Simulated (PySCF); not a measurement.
## Radial density of Cu (copper, neutral)

M06-L, [Ar] 3d10 4p1, 2P determinant (an excited configuration). Computed with PySCF 2.14 in x2c-TZVPPall (6s5p4d2f1g, 64 functions), with the spin-free X2C one-electron Hamiltonian (Gaussian nucleus).

```tsv
r (bohr)	4πr²ρ (e/bohr)	4πr²(ρα − ρβ)
0.000855	0.2262	0.0000
0.00144	0.5675	0.0000
0.00242	1.412	0.0000
0.00407	3.403	0.0000
0.00685	7.706	0.0000
0.0115	15.75	0.0000
0.0194	27.13	0.0001
0.0326	35.15	0.0009
0.0548	31.40	0.0040
0.0922	28.98	0.0101
0.155	39.96	0.0091
0.261	26.90	-0.0030
0.439	18.83	0.0209
0.738	20.43	0.0141
1.24	6.437	0.0225
2.09	1.338	0.2122
3.51	0.5031	0.3506
5.91	0.03477	0.0318
```

Densities and radii are taken from the X2C orbitals without a picture-change correction, which distorts them close to the nucleus.

⟨S²⟩ = 1.02 against 0.75 shows spin contamination.

Q: Where is the radial spin density 4πr²(ρα − ρβ) most negative, and why is it negative at all?

A: Around r = 0.261 bohr, down to -0.0030 e/bohr: exchange with the open shell polarises the paired shells in an unrestricted calculation.
